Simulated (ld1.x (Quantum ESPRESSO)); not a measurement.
An all-electron radial function and its pseudo partner (hydrogen (H))

Columns: radius, all-electron u(r) and pseudo u(r) of the 1s shell (level -12.34 eV) of hydrogen in the configuration 1s0.5; LDA (PZ), scalar-relativistic, PAW scheme, ld1.x (Quantum ESPRESSO) 7.5.

```tsv
r (bohr)	all-electron	pseudo
0.040	0.0798	0.0664
0.080	0.1533	0.1319
0.120	0.2208	0.1959
0.160	0.2828	0.2574
0.200	0.3394	0.3160
0.240	0.3911	0.3710
0.280	0.4381	0.4220
0.320	0.4807	0.4687
0.360	0.5192	0.5110
0.400	0.5538	0.5489
0.440	0.5847	0.5823
0.480	0.6123	0.6116
0.520	0.6367	0.6371
0.560	0.6581	0.6589
0.600	0.6768	0.6776
0.640	0.6928	0.6935
0.680	0.7065	0.7069
0.720	0.7180	0.7181
0.760	0.7273	0.7273
0.800	0.7347	0.7347
0.840	0.7404	0.7404
0.880	0.7444	0.7444
0.920	0.7468	0.7468
0.960	0.7478	0.7478
1.000	0.7476	0.7476
1.040	0.7461	0.7461
```

(1) How many radial nodes do the two functions have?

(2) At about which radius was the pseudo-wave matched?

(3) Is the pseudo-wave norm-conserving?

## Answers

(1) The all-electron 1s function has n − l − 1 = 0; the pseudo-wave has 0.

(2) 0.80 bohr. The columns agree to 0.0005 from 0.68 bohr on; several derivatives are matched, so the curves merge somewhat inside the radius.

(3) No, it belongs to a PAW set: the norm inside the radius is not constrained, and the difference is carried by the augmentation charge.
